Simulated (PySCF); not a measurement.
C2H6ClNSi2, SMILES N#CC[Si@H]([SiH3])Cl.

The structure is a stationary point at r2SCAN-D4/def2-SVP. The structure was generated by enumeration; whether it is a known compound was not checked. One conformer was computed; it need not be the lowest.

Two levels are set side by side: PBE/def2-TZVP (PySCF) and PBE0/def2-TZVP (PySCF). Same geometry, gas phase. Differences are taken from unrounded values.

```json
[
 {"quantity": "orbital gap (eV)", "PBE": "5.56"},
 {"quantity": "highest occupied level (eV)", "PBE": "-7.30"},
 {"quantity": "lowest empty level (eV)", "PBE": "-1.73"},
 {"quantity": "dipole moment (D)", "PBE": "2.48"},
 {"quantity": "mean polarisability (bohr³)", "PBE": "96.4"}
]
```

### Question
These are the PBE values. What does PBE0 give? (An estimate is asked for; the answer gives what the named calculation found.)

### Answer

| quantity | PBE0 | PBE minus PBE0 |
|---|---|---|
| orbital gap (eV) | 7.63 | -2.07 |
| highest occupied level (eV) | -8.48 | 1.18 |
| lowest empty level (eV) | -0.85 | -0.89 |
| dipole moment (D) | 2.46 | 0.02 |
| mean polarisability (bohr³) | 93.1 | 3.3 |

PBE's occupied levels lie high since its potential decays too fast outside the molecule; exact exchange lowers them and widens the gap. PBE's more diffuse valence density responds more strongly to a field. Differences between two approximate levels are no errors against the true value.

Rough cost on one machine, each run with all the roots and properties that it gave: PBE0 against PBE within a factor of 2.
